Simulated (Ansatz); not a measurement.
**Ligand exchange: SnH3(SH) + GaH(SH)2 → SnH2(SH)2 + GaH2(SH)**

Species: SnH3(SH), singlet; GaH(SH)2, singlet; SnH2(SH)2, singlet; GaH2(SH), singlet. The partners trade H for SH: Sn–H and Ga–SH bonds give way to Sn–SH and Ga–H.

Shapes, held fixed at every level: PBE0-D4/def2-TZVP. Flexible molecules stand in one conformer, not always the lowest. Programs: Ansatz 0.2.0. Electronic energies: no zero-point or thermal term.

```json
{"level": "HF/def2-TZVPP", "kind": "Hartree–Fock", "ΔE (kJ/mol)": "+33.0", "less CCSD(T)/def2-TZVPP": "-1.8"}
{"level": "SPW92/def2-TZVPP", "kind": "LDA", "ΔE (kJ/mol)": "+32.6", "less CCSD(T)/def2-TZVPP": "-2.2"}
{"level": "PBE-D4/def2-TZVPP", "kind": "GGA", "ΔE (kJ/mol)": "+28.7", "less CCSD(T)/def2-TZVPP": "-6.1"}
{"level": "r2SCAN-D4/def2-TZVPP", "kind": "meta-GGA", "ΔE (kJ/mol)": "+31.0", "less CCSD(T)/def2-TZVPP": "-3.8"}
{"level": "PBE0-D4/def2-TZVPP", "kind": "global hybrid", "ΔE (kJ/mol)": "+30.9", "less CCSD(T)/def2-TZVPP": "-3.9"}
{"level": "CCSD(T)/def2-SVP", "kind": "coupled cluster or CI", "ΔE (kJ/mol)": "+37.3", "less CCSD(T)/def2-TZVPP": "+2.5"}
{"level": "CCSD/def2-SVP", "kind": "coupled cluster or CI", "ΔE (kJ/mol)": "+37.0", "less CCSD(T)/def2-TZVPP": "+2.2"}
{"level": "CCSD(T)/def2-TZVPP", "kind": "coupled cluster or CI", "ΔE (kJ/mol)": "+34.8", "less CCSD(T)/def2-TZVPP": "0.0"}
```

The highest level, CCSD(T)/def2-TZVPP, gives ΔE = +34.8 kJ/mol; the levels span +28.7 to +37.3. The column of differences is taken from that level and isn't an error. No measured value is set beside it here. For atoms past krypton def2 sets carry core potentials with scalar relativity. Relativity is left out for Ga. Outer-core shells of Ga, Sn are correlated in most correlated rows, in sets that cover them unevenly.
